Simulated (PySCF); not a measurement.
Geometry (Å), atoms numbered from 1 in this order:
```xyz
16

Al   -0.1152   -0.8055   -0.6781
C     1.6028   -1.2546    0.1714
C     2.0987   -0.3150    1.2702
H     2.3549   -1.3332   -0.6381
H     1.5234   -2.2907    0.5541
H     3.0726   -0.6246    1.6853
H     2.2214    0.7173    0.9036
H     1.3930   -0.2642    2.1154
C    -1.1086    0.8052   -0.1364
C    -2.4087    1.1212   -0.8740
H    -0.4047    1.6576   -0.2092
H    -1.2942    0.7163    0.9524
H    -2.8909    2.0424   -0.5061
H    -2.2440    1.2549   -1.9555
H    -3.1457    0.3085   -0.7699
H    -0.6893   -1.7695   -1.8187
```

All values are calculated (PySCF 2.14): shielding tensors at B3LYP/pcSseg-1 (pcSseg-2 on Al) (GIAO), geometry: PBE0-D3(BJ)/def2-SVP. In vacuum, non-relativistic, equivalent nuclei averaged, one conformer.

δ = σ(ref) − σ, references computed at the same level: 13C, 1H vs TMS; 27Al vs [Al(H2O)6]3+.

| atoms | nucleus | count | δ (ppm) |
| --- | --- | --- | --- |
| H6/H7/H8/H13/H14/H15 | 1H | 6 | 1.17 |
| C2/C9 | 13C | 2 | ? |
| Al1 | 27Al | 1 | ? |
| H4/H5/H11/H12 | 1H | 4 | 0.35 |
| H16 | 1H | 1 | 5.37 |
| C3/C10 | 13C | 2 | 11.3 |

**Question.** Fill in the missing shifts.

**Answer.** 
- C2/C9: 8.8 ppm, carbon bonded to C, Al, 2 H
- Al1: 335.4 ppm, aluminium bonded to 2 C, H

Hydrides on Al or Ga are broadened by the quadrupolar metal nucleus. Shifts are as computed, not scaled to solution data. Of 1211 compounds with measured shifts, 218 miss one by over three times the rms of a fit or turn the order of signals round; such compounds aren't used in these exercises.
